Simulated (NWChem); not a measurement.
# CH$_{5}$BO; SMILES BOC

```xyz
8

B      0.2092    -1.2960     0.0000
H     -0.4339    -2.3044     0.0000
H      1.4121    -1.2907     0.0000
O     -0.4807    -0.1419     0.0000
C      0.1523     1.1335     0.0000
H      1.2444     1.0400     0.0000
H     -0.1687     1.6845    -0.8897
H     -0.1687     1.6845     0.8897
```
Atoms are numbered in this order, from 1.

Program: NWChem. Pople sets run with spherical d functions. Medium grid unless said otherwise, to which SCAN and Minnesota functionals are sensitive. All runs use the structure optimised with B3LYP/6-31G* (spherical d). Hybrids' shares of exact exchange are those that their runs print; pure functionals count as 0. The functionals differ in more than this share.

```
row                                 share of exact exchange  highest occupied level (eV)
----------------------------------  -----------------------  ---------------------------
PBE/6-31G*                                             0.00                        -6.84
LDA (Slater exchange, PW92)/6-31G*                     0.00                        -6.86
B3LYP/6-31G*                                           0.20                        -8.14
M06/6-31G*                                             0.27                        -8.43
M06-2X/6-31G*                                          0.54                     withheld
Hartree-Fock/6-31G*                                    1.00                       -12.21
```

### Question
Fit a straight line of the last column on the one before it, predict the withheld value, and compare with the run.

### Answer

1. Means of the 5 shown rows: x = 0.294, y = -8.496. Slope Σ(x − x̄)(y − ȳ)/Σ(x − x̄)² = -3.625/0.6807 = -5.325; intercept -6.930.
2. The shown rows scatter about the line by 0.089 (root mean square); the largest residual is -0.15, at B3LYP/6-31G*.
3. At x = 0.54 (M06-2X/6-31G*; inside the shown range) the line gives -9.81.
4. The run gives -9.84, -0.03 from the line, 0.3 times the scatter.
